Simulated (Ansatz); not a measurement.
Compare A (`CC(=O)[SiH3]`) with its isomer B (`CO[Si]C`).

Calculated with Ansatz (gas phase, PBE0-D4/def2-TZVP geometries, no zero-point term in ΔE). CCSD(T)/CBS is the MP2 limit (def2-TZVPP, def2-QZVPP) plus CCSD(T) − MP2 in def2-TZVPP, frozen cores. Functionals use def2-TZVPP. B3LYP here is the variant with VWN-RPA as its local correlation; programs differ in this. One conformer a species, not always the lowest.

A:

```xyz
10

C     0.964    0.297    1.110
C    -0.248    0.606    0.280
O    -0.933    1.583    0.476
Si   -0.783   -0.563   -1.170
H     1.846    0.234    0.464
H     1.111    1.059    1.876
H     0.850   -0.689    1.573
H    -2.153   -1.047   -0.870
H     0.135   -1.723   -1.326
H    -0.788    0.243   -2.415
```

B:

Z-matrix (Å, degrees):
```
C
O 1 1.407
H 1 1.093 2 109.2
H 1 1.093 2 112.4 3 120.9
H 1 1.093 2 109.1 3 -118.2
Si 2 1.646 1 133.8 3 -120.5
C 6 1.908 2 103.0 1 -0.0
H 7 1.093 6 109.8 2 179.9
H 7 1.097 6 111.9 2 60.2
H 7 1.097 6 111.9 2 -60.4
```

Task: Which is lower in electronic energy at CCSD(T)/CBS, and by how much? (An estimate is asked.)

Result: Computed: B, by 11.1 kcal/mol.

Task: Give E(B) − E(A) in kcal/mol with BLYP-D4, ωB97M-V, CCSD/def2-TZVPP, PBE0-D4, B3LYP-D4, CCSD(T)/def2-TZVPP, B3LYP. (An estimate is asked.)

Result: Computed: BLYP-D4 -9.3, ωB97M-V -12.6, CCSD/def2-TZVPP -11.3, PBE0-D4 -9.7, B3LYP-D4 -10.2, CCSD(T)/def2-TZVPP -10.6, B3LYP -9.7. None reverses the order clearly.

Task: Does the order hold for the free energy at 298.15 K (harmonic terms from PBE0-D4)? (An estimate is asked.)

Result: Computed: Yes: G(B) − G(A) = -6.0 kcal/mol, for one conformer each. Modes under 60 cm⁻¹, often nearly free rotors, make the harmonic entropy too high.

Largest T1 diagnostic: 0.015.

From PBE to PBE0 (25 % exact exchange), in def2-TZVPP and without D4, E(B) − E(A) moves by −1.1 kcal/mol. In def2-TZVPP, CCSD(T) changes the Hartree–Fock value by −3.5 kcal/mol (the triples alone add +0.7 kcal/mol) and MP2 by −3.3 kcal/mol.
